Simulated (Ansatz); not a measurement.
Cl2H3N2Ta, SMILES `[NH]=[Ta]([NH2])([Cl])[Cl]`. Total charge 0; spin multiplicity 1. Ta: def2 effective core potential. Geometry: relaxed with PBE0-D4/def2-TZVP. It is one conformer, not always the lowest.

```xyz
8

N    -1.606    0.339    0.447
Ta    0.132    0.512    0.297
N     0.645   -1.057   -0.749
Cl    0.663    2.450   -0.854
Cl    1.142    0.451    2.380
H    -2.602    0.330    0.590
H     0.024   -1.771   -1.098
H     1.602   -1.253   -1.012
```

Q: What is the dipole moment at B3LYP/def2-TZVPP? (An estimate is asked.)

A: Computed: 2.74 D, with components (-0.27, -2.34, -1.40) D in this frame, pointing from negative to positive charge.

Q: And with PBE, r2SCAN, ωB97M-V? (Best estimate.)

A: The calculation gave: PBE 2.76 D, r2SCAN 2.80 D, ωB97M-V 2.72 D.

Q: Give the Mulliken charges with B3LYP, PBE, ωB97M-V in def2-TZVPP. (An estimate is asked.)

A: Ansatz gave: 
| atom | B3LYP | PBE | ωB97M-V |
| --- | --- | --- | --- |
| N1 | -0.41 | -0.36 | -0.37 |
| Ta2 | 0.88 | 0.72 | 0.83 |
| N3 | -0.39 | -0.36 | -0.36 |
| Cl4 | -0.28 | -0.25 | -0.25 |
| Cl5 | -0.28 | -0.25 | -0.25 |
| H6 | 0.16 | 0.17 | 0.13 |
| H7 | 0.17 | 0.19 | 0.15 |
| H8 | 0.15 | 0.16 | 0.13 |

B3LYP here is the variant with VWN-RPA as its local correlation; programs differ in this.
